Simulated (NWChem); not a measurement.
System: C4H5NO; SMILES O1CN=CC=C1

Here is an NWChem input.

```
start job
memory heap 200 mb stack 900 mb global 1100 mb
geometry units angstroms noautosym nocenter noautoz
  C      1.352888     0.131557    -0.212656
  C      0.780538    -1.085795     0.027097
  O     -0.522680    -1.225371     0.300651
  C     -1.334597    -0.068728    -0.094081
  N     -0.773450     1.215831     0.219258
  C      0.511656     1.285112     0.072455
  H      2.430594     0.222850    -0.398214
  H      1.336443    -2.035451     0.105694
  H     -1.499922    -0.147825    -1.200024
  H     -2.298118    -0.223910     0.427478
  H      0.995087     2.267333     0.246506
end
basis spherical
  * library def2-svp
end
dft
  xc m06-2x
  iterations 150
end
cosmo
  dielec 25.0
end
task dft energy
```

Excerpt of the output:

```
             Northwest Computational Chemistry Package (NWChem) 7.3.0
             --------------------------------------------------------

                             Geometry "geometry" -> ""
                             -------------------------

 Output coordinates in angstroms (scale by  1.889725989 to convert to a.u.)

  No.       Tag          Charge          X              Y              Z
 ---- ---------------- ---------- -------------- -------------- --------------
    1 C                    6.0000     1.35288800     0.13155700    -0.21265600
    2 C                    6.0000     0.78053800    -1.08579500     0.02709700
    3 O                    8.0000    -0.52268000    -1.22537100     0.30065100
    4 C                    6.0000    -1.33459700    -0.06872800    -0.09408100
    5 N                    7.0000    -0.77345000     1.21583100     0.21925800
    6 C                    6.0000     0.51165600     1.28511200     0.07245500
    7 H                    1.0000     2.43059400     0.22285000    -0.39821400
    8 H                    1.0000     1.33644300    -2.03545100     0.10569400
    9 H                    1.0000    -1.49992200    -0.14782500    -1.20002400
   10 H                    1.0000    -2.29811800    -0.22391000     0.42747800
   11 H                    1.0000     0.99508700     2.26733300     0.24650600

 Effective nuclear repulsion energy (a.u.)     225.0700245964

                                 NWChem DFT Module
                                 -----------------

 Summary of "ao basis" -> "ao basis" (spherical)
 ------------------------------------------------------------------------------
       Tag                 Description            Shells   Functions and Types
 ---------------- ------------------------------  ------  ---------------------
 C                          def2-svp                 6       14   3s2p1d
 O                          def2-svp                 6       14   3s2p1d
 N                          def2-svp                 6       14   3s2p1d
 H                          def2-svp                 3        5   2s1p

 in cosmo_initialize ...

 solvent parameters
 solvname_short: unkn
 solvname_long:  unknown
 dielec:       25.0000

          ---------------
          -cosmo- solvent
          ---------------
 Cosmo: York-Karplus, doi: 10.1021/jp992097l
 dielectric constant -eps-     =  25.00
 screen = (eps-1)/(eps    )    =   0.96000
 surface charge correction     = lagrangian

   van der Waals surface
 --------------------------

 ---------- ATOMIC COORDINATES (A.U.) ------------ VDWR(ANG.) --
     1    2.55658761    0.24860668   -0.40186157     2.000
     2    1.47500294   -2.05185503    0.05120591     2.000
     3   -0.98772198   -2.31561542    0.56814801     1.720
     4   -2.52202264   -0.12987709   -0.17778731     2.000
     5   -1.46160857    2.29758744    0.41433754     1.830
     6    0.96688964    2.42850954    0.13692010     2.000
     7    4.59315665    0.42112544   -0.75251534     1.300
     8    2.52551107   -3.84644465    0.19973270     1.300
     9   -2.83444158   -0.27934874   -2.26771654     1.300
    10   -4.34281331   -0.42312855    0.80781629     1.300
    11    1.88044176    4.28463809    0.46582879     1.300
 number of segments per atom =         32
 number of   points per atom =         32
 atom (   nspa,  nppa )
 ----------------------
    1 (     12,     0 )       0
    2 (     14,     0 )       0
    3 (     13,     0 )       0
    4 (     13,     0 )       0
    5 (     15,     0 )       0
    6 (     14,     0 )       0
    7 (     16,     0 )       0
    8 (     15,     0 )       0
    9 (     16,     0 )       0
   10 (     15,     0 )       0
   11 (     15,     0 )       0
 number of -cosmo- surface points =      158
 molecular surface =    120.829 angstrom**2
 molecular volume  =    103.193 angstrom**3
 G(cav/disp)       =      1.464 kcal/mol
 -lineq- algorithm             =   0
 -bem- low  level              =   2
 -bem- from -octahedral-
 gaussian surface charge width =   4.50000
 degree of switching           =   1.00000
 switching function tolerance  =   0.00010
 atomic radii =
 --------------
    1  6.000  2.000
    2  6.000  2.000
    3  8.000  1.720
    4  6.000  2.000
    5  7.000  1.830
    6  6.000  2.000
    7  1.000  1.300
    8  1.000  1.300
    9  1.000  1.300
   10  1.000  1.300
   11  1.000  1.300
 ...... end of -cosmo- initialization ......

            General Information
            -------------------
          SCF calculation type: DFT
          Wavefunction type:  closed shell.
          No. of atoms     :    11
          No. of electrons :    44
           Alpha electrons :    22
            Beta electrons :    22
          Charge           :     0
          Spin multiplicity:     1
          Use of symmetry is: off; symmetry adaption is: off
          Maximum number of iterations: 150
          AO basis - number of functions:   109
                     number of shells:    51
          Convergence on energy requested:  1.00D-06
          Convergence on density requested:  1.00D-05
          Convergence on gradient requested:  5.00D-04

              XC Information
              --------------
                       M06-2X Method XC Functional
                     Hartree-Fock (Exact) Exchange  0.540
                        M06-2X Exchange Functional  1.000
                      M06-2X Correlation Potential  1.000

             Grid Information
             ----------------
          Grid used for XC integration:  medium
          Radial quadrature: Mura-Knowles
          Angular quadrature: Lebedev.
          Tag              B.-S. Rad. Rad. Pts. Rad. Cut. Ang. Pts.
          ---              ---------- --------- --------- ---------
          C                   0.70       49          10.0       434
          O                   0.60       49          10.0       434
          N                   0.65       49          10.0       434
          H                   0.35       45          12.0       434
          Grid pruning is: on
          Number of quadrature shells:   519
          Spatial weights used:  Erf1

      Superposition of Atomic Density Guess
      -------------------------------------

 Sum of atomic energies:        -281.93097262

      Non-variational initial energy
      ------------------------------

 Total energy =    -285.484850
 1-e energy   =    -827.755213
 2-e energy   =     317.200339
 HOMO         =      -0.253230
 LUMO         =      -0.043362

   convergence    iter        energy       DeltaE   RMS-Dens  Diis-err
 ---------------- ----- ----------------- --------- --------- ---------
     COSMO gas phase
 d= 0,ls=0.0,diis     1   -284.9267342465 -5.10D+02  9.74D-03  6.71D-01
 d= 0,ls=0.0,diis     2   -284.9424882504 -1.58D-02  5.33D-03  7.35D-01
 d= 0,ls=0.0,diis     3   -285.0186842535 -7.62D-02  1.41D-03  3.03D-02
 d= 0,ls=0.0,diis     4   -285.0215700108 -2.89D-03  6.11D-04  8.13D-03
 d= 0,ls=0.0,diis     5   -285.0224909210 -9.21D-04  1.50D-04  3.33D-04
  Resetting Diis
 d= 0,ls=0.0,diis     6   -285.0225317556 -4.08D-05  6.05D-05  5.04D-05
 d= 0,ls=0.0,diis     7   -285.0225392600 -7.50D-06  3.68D-05  5.40D-06
 d= 0,ls=0.0,diis     8   -285.0225395850 -3.25D-07  1.80D-05  5.70D-06
 d= 0,ls=0.0,diis     9   -285.0225403524 -7.67D-07  7.07D-06  5.35D-07

   convergence    iter        energy       DeltaE   RMS-Dens  Diis-err
 ---------------- ----- ----------------- --------- --------- ---------
     COSMO solvation phase
 d= 0,ls=0.0,diis     1   -285.0301103210 -7.57D-03  1.60D-03  3.31D-03
 d= 0,ls=0.0,diis     2   -285.0309532665 -8.43D-04  3.36D-04  1.77D-03
 d= 0,ls=0.0,diis     3   -285.0311105369 -1.57D-04  1.75D-04  3.56D-04
 d= 0,ls=0.0,diis     4   -285.0311571932 -4.67D-05  4.13D-05  2.49D-05
 d= 0,ls=0.0,diis     5   -285.0311602967 -3.10D-06  1.53D-05  2.05D-06
 d= 0,ls=0.0,diis     6   -285.0311606118 -3.15D-07  5.32D-06  3.06D-07

         Total DFT energy =     -285.031160611796
      One electron energy =     -831.896217443577
           Coulomb energy =      360.356049052009
    Exchange-Corr. energy =      -38.830733124961
 Nuclear repulsion energy =      225.070024596415

             COSMO energy =        0.269716308319

 Numeric. integr. density =       44.000012910008

                                   COSMO solvation results
                                   -----------------------

                 gas phase energy =      -285.022540352429
                 sol phase energy =      -285.031160611796
 (electrostatic) solvation energy =         0.008620259367 (    5.41 kcal/mol)

                       DFT Final Molecular Orbital Analysis
                       ------------------------------------

 Vector   20  Occ=2.000000D+00  E=-4.014453D-01
              MO Center= -5.5D-02,  5.3D-01,  3.7D-02, r^2= 2.7D+00
   Bfn.  Coefficient  Atom+Function         Bfn.  Coefficient  Atom+Function
  ----- ------------  ---------------      ----- ------------  ---------------
    76      0.328537   6 C  pz               62     -0.270003   5 N  pz
     6      0.228250   1 C  pz               79      0.205374   6 C  pz
    65      0.179975   5 N  pz               33     -0.172630   3 O  py
    48     -0.169177   4 C  pz              100     -0.148239  10 H  s
    95      0.146072   9 H  s                36     -0.130133   3 O  py

 Vector   21  Occ=2.000000D+00  E=-3.361084D-01
              MO Center= -3.8D-01,  9.0D-01,  1.7D-01, r^2= 2.6D+00
   Bfn.  Coefficient  Atom+Function         Bfn.  Coefficient  Atom+Function
  ----- ------------  ---------------      ----- ------------  ---------------
    61      0.385624   5 N  py               64     -0.289494   5 N  py
    60     -0.230213   5 N  px               63      0.208584   5 N  px
    33     -0.203352   3 O  py               59     -0.197585   5 N  s
     5     -0.186303   1 C  py               58     -0.173442   5 N  s
   105      0.169819  11 H  s                47      0.166185   4 C  py

 Vector   22  Occ=2.000000D+00  E=-2.863653D-01
              MO Center=  2.1D-01, -3.7D-02, -4.6D-02, r^2= 3.0D+00
   Bfn.  Coefficient  Atom+Function         Bfn.  Coefficient  Atom+Function
  ----- ------------  ---------------      ----- ------------  ---------------
     6      0.331577   1 C  pz                9      0.315303   1 C  pz
    62      0.299899   5 N  pz               34     -0.289205   3 O  pz
    37     -0.249376   3 O  pz               65     -0.246289   5 N  pz
    20      0.230635   2 C  pz               95     -0.167262   9 H  s
    23      0.145812   2 C  pz               96     -0.134269   9 H  s

 Vector   23  Occ=0.000000D+00  E=-1.275653D-02
              MO Center=  3.0D-01,  1.8D-01,  5.7D-02, r^2= 3.1D+00
   Bfn.  Coefficient  Atom+Function         Bfn.  Coefficient  Atom+Function
  ----- ------------  ---------------      ----- ------------  ---------------
    23      0.445341   2 C  pz               20      0.372475   2 C  pz
    65      0.353940   5 N  pz               79     -0.353249   6 C  pz
    76     -0.303756   6 C  pz               62     -0.294932   5 N  pz
     9     -0.201651   1 C  pz               37     -0.181547   3 O  pz
    34     -0.160864   3 O  pz               50     -0.157482   4 C  py

 Vector   24  Occ=0.000000D+00  E= 9.746814D-02
              MO Center=  3.7D-01,  1.1D-01, -3.3D-01, r^2= 4.2D+00
   Bfn.  Coefficient  Atom+Function         Bfn.  Coefficient  Atom+Function
  ----- ------------  ---------------      ----- ------------  ---------------
    96      0.833499   9 H  s                 9      0.563034   1 C  pz
    45     -0.488543   4 C  s                79     -0.485262   6 C  pz
    23     -0.437182   2 C  pz               51      0.428109   4 C  pz
    17      0.425730   2 C  s                91     -0.340779   8 H  s
     6      0.336055   1 C  pz               76     -0.298389   6 C  pz

 Vector   25  Occ=0.000000D+00  E= 1.173915D-01
              MO Center=  8.1D-01,  1.1D-01, -8.1D-02, r^2= 8.6D+00
   Bfn.  Coefficient  Atom+Function         Bfn.  Coefficient  Atom+Function
  ----- ------------  ---------------      ----- ------------  ---------------
    45      1.020937   4 C  s                86     -0.997306   7 H  s
   106     -0.969465  11 H  s                91     -0.905018   8 H  s
   101     -0.799286  10 H  s                 3      0.665693   1 C  s
    96     -0.641683   9 H  s                73      0.528218   6 C  s
    21      0.359142   2 C  px               17      0.354245   2 C  s

     Multipole analysis of the density
     ---------------------------------

     L   x y z        total         alpha         beta         nuclear
     -   - - -        -----         -----         ----         -------
     0   0 0 0     -0.000000    -22.000000    -22.000000     44.000000

     1   1 0 0      0.779724      1.116080      1.116080     -1.452436
     1   0 1 0     -0.501269     -0.594302     -0.594302      0.687335
     1   0 0 1     -0.378032     -1.963794     -1.963794      3.549555

     2   2 0 0    -22.580300    -99.644042    -99.644042    176.707783
     2   1 1 0      1.198555      0.896691      0.896691     -0.594828
     2   1 0 1      0.755577      5.433618      5.433618    -10.111660
     2   0 2 0    -26.894199   -100.724740   -100.724740    174.555281
     2   0 1 1     -0.170944      0.791961      0.791961     -1.754866
     2   0 0 2    -27.163621    -19.426392    -19.426392     11.689162
```

Level: M06-2X/def2-SVP, COSMO on the gas-phase geometry. Geometry: optimised at PBE-D3(BJ)/def2-SVP. COSMO prints the solvation energy as gas minus solution, so a positive value is a stabilisation.
